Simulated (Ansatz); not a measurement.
The same redistribution along the group F, Cl, Br.

Gas-phase electronic energies from Ansatz, PBE0-D4/def2-TZVP geometries. CBS: MP2 limit from def2 TZ/QZ plus the TZ coupled-cluster correction, frozen cores. Functionals use def2-TZVPP. B3LYP here is the variant with VWN-RPA as its local correlation; programs differ in this. Elements past krypton have def2 core potentials. For As, Br, Sn outer-core shells are correlated without core-valence functions, which leaves a few kJ/mol of doubt a bond. Scalar relativity is left out up to krypton. One conformer a species, not always the lowest.

| reaction | B3LYP-D4 (kJ/mol) |
| --- | --- |
| `C[CH2][Sn][F]` + `N[AsH]O` → `[OH][Sn][F]` + `CC[AsH]N` | -76 |
| `C[CH2][Sn][Cl]` + `N[AsH]O` → `[OH][Sn][Cl]` + `CC[AsH]N` | -69 |
| `C[CH2][Sn][Br]` + `N[AsH]O` → `[OH][Sn][Br]` + `CC[AsH]N` | -67 |

**Question.** Give the CCSD(T)/CBS values in the same order. (An estimate is asked.)

**Answer.** Ansatz gave: -83, -74, -71 kJ/mol.

Largest T1 diagnostic: 0.018, for `[OH][Sn][F]`.
